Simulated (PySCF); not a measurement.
F3OV, SMILES [F][V]([F])([F])=[O] (connectivity only; charge and spin as stated), charge -1, multiplicity 2. Atoms are numbered in the order given.

```xyz
5

V      0.1315    -0.0262     0.0000
O      1.3633    -1.0563     0.0000
F     -0.0757     1.0197     1.4814
F     -0.0757     1.0197    -1.4814
F     -1.3964    -1.0335     0.0000
```
Charge -1, spin multiplicity 2.

Coordinates come from a r2SCAN-D4/def2-SVPD optimisation. The spin state was assumed, not searched. The isomer is the one that the SMILES or the coordinates give; other isomers of the formula were not compared.

These are PBE/def2-SVPD (PySCF) values and carry that method's errors.

Mulliken values depend strongly on the basis, most of all with diffuse functions as here. Atomic charges (e):

```tsv
atom	Mulliken	meta-Löwdin	Mulliken spin
V1	1.75	1.35	1.04
O2	-0.74	-0.59	-0.08
F3	-0.68	-0.59	0.01
F4	-0.68	-0.59	0.01
F5	-0.66	-0.58	0.02
```
